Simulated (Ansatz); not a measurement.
`C[S][ZnH]` + CH₃NH₂ → `C[NH][ZnH]` + CH₃SH at 600 K and 1 bar (ligand exchange at a Zn–S bond).

Program: Ansatz. Geometries: PBE0-D4/def2-TZVP. ΔE: electronic, gas phase. CCSD(T)/CBS adds triple-zeta CCSD(T) − MP2 to the extrapolated MP2 energy (def2 sets, frozen cores). This one scheme is used for every species. For Zn outer-core shells are correlated without core-valence functions, which leaves a few kJ/mol of doubt a bond. Scalar relativity is left out up to krypton.

| species | CCSD(T)/CBS energy (Eh) | H − E (kJ/mol) | S (J/(mol·K)) |
| --- | --- | --- | --- |
| `C[S][ZnH]` | -2216.62619 | 161.9 | 375.7 |
| CH₃NH₂ | -95.75281 | 199.3 | 283.8 |
| `C[NH][ZnH]` | -1874.12279 | 200.5 | 368.9 |
| CH₃SH | -438.22835 | 152.3 | 296.8 |

H − E and S are ideal-gas, rigid-rotor, harmonic terms from PBE0-D4/def2-TZVP. 1 Eh = 2625.50 kJ/mol, R = 8.31446 J/(mol·K).

By hand: ΔE, ΔH, ΔS and ΔG.

ΔE = (-1874.12279) + (-438.22835) − (-2216.62619) − (-95.75281) = 0.02786 Eh = 73.1 kJ/mol. Δ(H − E) = 200.5 + 152.3 − 161.9 − 199.3 = -8.4, so ΔH = 64.7 kJ/mol. ΔS = 368.9 + 296.8 − 375.7 − 283.8 = 6.2 J/(mol·K). ΔG = 64.7 − 600 × (6.2)/1000 = 61.0 kJ/mol.

By hand: the equilibrium constant, and the temperature at which ΔG would vanish if ΔH and ΔS stayed fixed.

log₁₀ K = −ΔG/(RT ln 10) = -5.3. ΔG = 0 at ΔH/ΔS = 10435 K, far beyond where these terms or the molecules hold.

The number of gas molecules stays the same, so ΔS is small and ΔH decides. A doubt of 5 kJ/mol in ΔE shifts log₁₀ K by 0.4 here. These are equilibria of isolated gas molecules and say nothing of rates. Largest T1 diagnostic: 0.015 (customary marks: 0.02 for closed shells, 0.045 for open ones).
